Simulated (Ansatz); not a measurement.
C₂H₆FNSi (`C[Si]1(F)CN1`), relaxed with RKS PBE-D4/def2-SVP in the Gaussian-basis code of Ansatz from a rough embedded geometry. The force threshold is 0.03 eV/Å; the program also tests the step.

The species carries charge 0 and has multiplicity 1.

Start:

```xyz
11

C    -0.574   -1.313    0.618
Si    0.348    0.157    0.556
F     1.590    0.221    1.524
C     0.062    1.619   -0.576
N     0.932    0.459   -1.028
H    -0.957   -1.611    1.627
H    -1.515   -1.293   -0.006
H    -0.054   -2.196    0.260
H     0.581    2.473   -0.292
H    -0.875    1.650   -1.030
H     0.463   -0.166   -1.654
```

By how much does the energy fall, and how many steps does the optimiser take? (An estimate is asked.)

Computed: 86.30 kJ/mol, in 10 steps, 1 of them rejected.

Which bonds change most? (Estimate.)

Computed: C1–Si2 from 1.737 to 1.865 Å; C4–H10 from 1.042 to 1.113 Å; C4–H9 from 1.039 to 1.109 Å; Si2–F3 from 1.575 to 1.640 Å.

Give the relaxed structure. (Estimate.)

The calculation gave: 
```xyz
11

C    -0.676   -1.417    0.730
Si    0.475    0.014    0.400
F     1.652   -0.020    1.540
C     0.015    1.552   -0.519
N     0.943    0.547   -1.149
H    -1.096   -1.362    1.754
H    -1.510   -1.411    0.001
H    -0.133   -2.379    0.640
H     0.456    2.551   -0.324
H    -1.014    1.634   -0.935
H     0.887    0.290   -2.136
```
